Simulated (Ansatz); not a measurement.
This geometry of FGeH₃ (5 atoms, charge 0, multiplicity 1) is a first-order saddle point.

These are results of RKS revPBE/def2-SVP in Ansatz, not measurements.

```xyz
5
Properties=species:S:1:pos:R:3
Ge -0.278 0.000 0.314
H 0.963 0.000 1.410
F 1.793 0.000 0.435
H -0.581 1.234 -0.614
H -0.581 -1.234 -0.614
```

(1) Which two structures does it join? (They come from a converged band through this point; their orientation in space is the band's.)

(2) How far does it lie above each of them?

## Answers

(1) Bonds broken: Ge1–H2, Ge1–F3. Bonds formed: H2–F3. FGeH3 becomes FH + GeH2.

Image 0:

```xyz
5
Properties=species:S:1:pos:R:3
Ge 0.182 0.000 0.211
H 0.189 0.000 1.763
F 1.874 0.000 -0.308
H -0.464 1.287 -0.368
H -0.464 -1.287 -0.368
```

Image 8:

```xyz
5
Properties=species:S:1:pos:R:3
Ge -0.733 0.000 0.275
H 1.522 0.000 1.629
F 1.624 0.000 0.693
H -0.548 1.155 -0.833
H -0.548 -1.155 -0.833
```

(2) 54.5 kcal/mol above the first and 11.4 kcal/mol above the second. This is the barrier of this one path; another mechanism may lie lower. The orbitals stay closed-shell, which can raise the energy where a bond breaks towards radicals; this wasn't checked here.

The run took 56 s on 1 thread of Arm Neoverse V1 (shared host), peak memory 0.1 GiB.
